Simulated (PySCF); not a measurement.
## GeH₃⁺: one-bond stretch

Computed with PBE0 in PySCF with Ge def2-TZVP, H def2-TZVP; no relativity; density-fitted integrals.

Rigid scan from the singlet minimum (Ge–H 1.522 Å (×3); H–Ge–H 120.0° (×3)). Coordinate: the bond from Ge to the last atom (H) scaled, the rest fixed. Energies in kJ/mol from the minimum.

**Question.** Predict the curve at 0.92, 0.96, 1.00, 1.05, 1.12, 1.20, 1.35, 1.55, 1.80, 2.20.

**Answer.** 
```
scale of one bond  E (kJ/mol)  dipole size (D, about the centre of mass)
             0.92        15.8                                       0.00
             0.96         3.6                                       0.00
             1.00         0.0                                       0.00
             1.05         4.6                                       0.01
             1.12        23.0                                       0.03
             1.20        54.7                                       0.07
             1.35       127.3                                       0.22
             1.55       225.7                                          –
             1.80       328.4                                          –
             2.20       436.9                                          –
```

At long bonds a restricted determinant can lie too high, and another spin state can fall below this curve.
